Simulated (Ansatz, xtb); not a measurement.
**C4H3BrF2O2: which of two isomers lies lower**

Structure a is `COC(=O)C(Br)=C(F)F`, a singlet and structure b is `C=C(OC=O)C(F)(F)Br`, a singlet. Both are isolated molecules in the gas phase, relaxed with B3LYP/def2-SVP, each in the lowest conformer that the search found.

a (Å):

| atom | x (Å) | y (Å) | z (Å) |
| --- | --- | --- | --- |
| C | -2.2620 | 0.1325 | -2.4203 |
| C | 0.0292 | 0.6411 | -2.4131 |
| C | 1.3890 | 0.1699 | -2.8013 |
| C | 2.4838 | 0.9153 | -2.5487 |
| Br | 1.6265 | -1.5005 | -3.6678 |
| F | 2.4857 | 2.0790 | -1.9642 |
| F | 3.6992 | 0.5529 | -2.8668 |
| O | -0.9228 | -0.2359 | -2.7534 |
| O | -0.1874 | 1.6916 | -1.8570 |
| H | -2.5428 | 1.0730 | -2.9180 |
| H | -2.3704 | 0.2672 | -1.3335 |
| H | -2.8975 | -0.6902 | -2.7695 |

b (Å):

| atom | x (Å) | y (Å) | z (Å) |
| --- | --- | --- | --- |
| C | -0.8185 | -2.6040 | -1.2988 |
| C | -0.0343 | -1.6677 | -1.8395 |
| C | 0.6570 | -0.4291 | 0.1219 |
| C | 0.1969 | -1.5554 | -3.3302 |
| Br | -0.5558 | 0.1375 | -4.0362 |
| F | -0.3818 | -2.5689 | -3.9842 |
| F | 1.5069 | -1.5703 | -3.6127 |
| O | 0.6937 | -0.6843 | -1.2091 |
| O | 0.0184 | -1.0123 | 0.9464 |
| H | -1.3148 | -3.3095 | -1.9651 |
| H | -0.9714 | -2.6747 | -0.2253 |
| H | 1.3350 | 0.4263 | 0.3159 |

**Question.** Estimate E(b) − E(a) at the level CCSD(T)/def2-SVP + ΔMP2/def2-TZVPP.

**Answer.** Not settled: CCSD(T)/def2-SVP + ΔMP2/def2-TZVPP gives E(b) − E(a) = −1.12 kcal/mol, but this leans on the basis-set step: CCSD(T) alone gives −0.72 kcal/mol.

How the difference moves with the method:

| level | geometry | E(b) − E(a) (kcal/mol) | departure from the last row (kcal/mol) | job, with rough time for the two |
| --- | --- | --- | --- | --- |
| GFN2-xTB | GFN2-xTB | +5.85 | +6.97 | optimisation, 0.35 s |
| HF/STO-3G | GFN2-xTB | +11.07 | +12.19 | single point, 0.7 s |
| r2SCAN-D4/def2-SVP | GFN2-xTB | +1.73 | +2.85 | single point, 5.1 s |
| B3LYP/def2-SVP | B3LYP/def2-SVP | +1.06 | +2.18 | optimisation, 76 s |
| HF/def2-SVP | B3LYP/def2-SVP | +0.32 | +1.44 | part of the CCSD(T) run |
| MP2/def2-SVP | B3LYP/def2-SVP | +0.44 | +1.56 | part of the CCSD(T) run |
| CCSD(T)/def2-SVP | B3LYP/def2-SVP | −0.72 | +0.40 | single point |
| CCSD(T)/def2-SVP + ΔMP2/def2-TZVPP | B3LYP/def2-SVP | −1.12 |  | single point, 3.7 min |

As drawn, both hold the same kinds of bond in the same numbers. Structure a has 1 methyl group, b 0.

GFN2-xTB, HF/STO-3G, r2SCAN-D4/def2-SVP, B3LYP/def2-SVP put the two in the other order. HF/def2-SVP, MP2/def2-SVP find them nearly level. The largest departure from CCSD(T)/def2-SVP + ΔMP2/def2-TZVPP is that of HF/STO-3G, 12.19 kcal/mol. The last row adds to CCSD(T) the change of the MP2 difference between the two basis sets, here −0.40 kcal/mol.

With thermal terms from frequencies at re-optimised GFN2-xTB minima (ideal gas, soft modes damped towards free rotors, one conformer each, 298.15 K, 1 atm): the zero-point term adds −0.64 kcal/mol; ΔH is −2.10 and ΔG −1.05 kcal/mol.

The correlated steps freeze 17 core orbitals; the filled d shell of Br is correlated, in a basis made for valence electrons. Codes used: Ansatz 0.2.0, xtb 6.7.1; the last row on 4 threads of Arm Neoverse V1 on a shared host.
